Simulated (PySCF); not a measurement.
## Ionisation energy of Eu⁵¹⁺ by level of theory

Eu⁵¹⁺ [Ne] 3s2 (1S) → Eu⁵²⁺ [Ne] 3s1 (2S), as a difference of total energies. Computed with PySCF 2.14 in an even-tempered Gaussian basis (17 s from 12 bohr⁻², ratio 2.5; 12 p from 16 bohr⁻², ratio 2.5; 4 d from 58 bohr⁻², ratio 2.7; 4 f from 87 bohr⁻², ratio 2.7), with the spin-free X2C one-electron Hamiltonian (Gaussian nucleus). Correlated levels: outer shells: 1s2 frozen; virtual orbitals above 40 to 60 times the deepest correlated orbital energy dropped. The calculations carry no spin-orbit coupling.

```tsv
method	ionisation energy (eV)
UHF	4731.0
MP2 (outer shells)	4734.4
SCS-MP2 (outer shells)	4734.9
CCSD (outer shells)	4735.0
CCSD(T) (outer shells)	4735.0
```

How much does correlation contribute at CCSD(T) (outer shells)?

4735.0 − (4731.0) = 4.0 eV, measured against UHF.

Breit and QED terms and the two-electron picture change are absent.

For comparison: 4729 ± 4 eV (theoretical estimate listed by NIST; NIST Atomic Spectra Database, ionization energies).
